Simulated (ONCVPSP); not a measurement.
# Transferability test, ONCV potential for Zr (Z = 40)

- Element: zirconium (Zr)
- Generator: ONCVPSP 4.0.1
- Type: optimised norm-conserving Vanderbilt (ONCV)
- Functional: PBE
- Relativity: scalar-relativistic
- Frozen core: [Ar] 3d10
- Valence charge: 12
- Reference configuration: 4s2 4p6 4d2 5s2
- Partial waves: 4s+5s: rc 1.95 bohr, ncon 5, nbas 8, qcut 5 1/bohr, 2 projectors; 4p: rc 2.15 bohr, ncon 4, nbas 8, qcut 6.4 1/bohr, 2 projectors, debl 1.9 Ha; 4d: rc 2.10 bohr, ncon 4, nbas 7, qcut 5.2 1/bohr, 2 projectors, debl 1.3 Ha
- Local potential: polynomial inside 1.70 bohr (lpopt 2, dvloc0 3 Ha)
- Core correction: none

Energies are relative to the spin-unpolarised reference configuration 4s2 4p6 4d2 5s2; without spin polarisation the order of configurations can differ from experiment.

| valence configuration | charge | ΔE all-electron (eV) | error AE − PS (meV) |
| --- | --- | --- | --- |
| 4s2 4p6 4d2 5s0 | +2 | 20.078 | -5.3 |
| 4s2 4p6 4d1 5s0 | +3 | 42.704 | +4.3 |

(1) What are ΔE and the potential's error for 4s2 4p6 4d2 5s0 5p1?

(2) What are ΔE and the potential's error for 4s2 4p6 4d2 5s1?

Levels in the configuration 4s2 4p6 4d1 5s0:

```json
{"level": "4s", "all-electron (eV)": "-81.550", "pseudo (eV)": "-81.532"}
{"level": "4p", "all-electron (eV)": "-59.171", "pseudo (eV)": "-59.160"}
{"level": "4d", "all-electron (eV)": "-28.202", "pseudo (eV)": "-28.181"}
```

## Answers

(1) ΔE = 10.853 eV all-electron; the error (AE − PS) is -2.0 meV.

(2) ΔE = 7.137 eV all-electron; the error (AE − PS) is -1.5 meV.
